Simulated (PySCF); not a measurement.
Molybdenum: a sound run and one with changed settings

Sound run: Mo [Kr] 4d5 5s1, Mo+ [Kr] 4d5. Calculation: PySCF 2.14, in def2-SVP with the def2 core potential (28 electrons); a scalar-relativistic core potential. The sound run starts from symmetry-adapted Hartree-Fock orbitals and uses a fine grid where one is needed.

Changed run: 14 angular points. This setting is unsound on purpose.

```csv
species,method,sound run (hartree),changed run (hartree),converged
Mo,UHF,-67.54537,-67.54537,yes
Mo,BP86,-68.16501,-68.16501,yes
Mo,MN15,-67.93656,-67.93656,yes
Mo+,UHF,-67.31381,-67.31381,yes
Mo+,BP86,-67.88135,-67.88135,yes
Mo+,MN15,-67.67046,-67.67046,yes
```

Ionisation energy of Mo:

```tsv
method	sound run (eV)	changed run (eV)
UHF	6.301	6.301
BP86	7.719	7.719
MN15	7.241	7.241
```

Here the setting changes nothing at the digits shown.

For comparison, NIST gives 7.092 eV between the lowest levels.
